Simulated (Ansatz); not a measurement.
One change: `[SiH3]/N=C\[SiH2][SiH3]` becomes `FC/C=N\[SiH3]`.

Ansatz, PBE0-D4/def2-TZVP geometries, multiplicity 1. Each molecule was computed in one conformer, which needn't be the lowest.

| property | `[SiH3]/N=C\[SiH2][SiH3]` |
| --- | --- |
| HOMO energy (B3LYP/def2-TZVPP) / eV | -6.47 |
| HOMO energy (PBE0/def2-TZVPP) / eV | -6.68 |
| LUMO energy (ωB97M-V/def2-TZVPP) / eV | 0.46 |
| size of the dipole moment (B3LYP/def2-TZVPP) / D | 1.23 |
| HOMO–LUMO gap (B3LYP/def2-TZVPP) / eV | 4.65 |
| LUMO energy (PBE0/def2-TZVPP) / eV | -1.62 |

(1) Give the same properties after the change, and the shifts. (Estimate.)

## Answers

(1) Ansatz gave: 
```json
{"property": "HOMO energy (B3LYP/def2-TZVPP) / eV", "`FC/C=N\\[SiH3]`": "-6.85", "shift": "-0.38"}
{"property": "HOMO energy (PBE0/def2-TZVPP) / eV", "`FC/C=N\\[SiH3]`": "-7.06", "shift": "-0.38"}
{"property": "LUMO energy (ωB97M-V/def2-TZVPP) / eV", "`FC/C=N\\[SiH3]`": "1.19", "shift": "0.73"}
{"property": "size of the dipole moment (B3LYP/def2-TZVPP) / D", "`FC/C=N\\[SiH3]`": "2.72", "shift": "1.49"}
{"property": "HOMO–LUMO gap (B3LYP/def2-TZVPP) / eV", "`FC/C=N\\[SiH3]`": "5.62", "shift": "0.97"}
{"property": "LUMO energy (PBE0/def2-TZVPP) / eV", "`FC/C=N\\[SiH3]`": "-0.99", "shift": "0.63"}
```

With PBE0 the HOMO falls by 0.38 eV and the LUMO rises by 0.63 eV, so the gap widens by about 1.01 eV. PBE moves the HOMO by -0.25 eV and ωB97M-V by -0.47 eV. Dipoles are sizes alone; their direction can turn.

B3LYP here is the variant with VWN-RPA as its local correlation; programs differ in this.
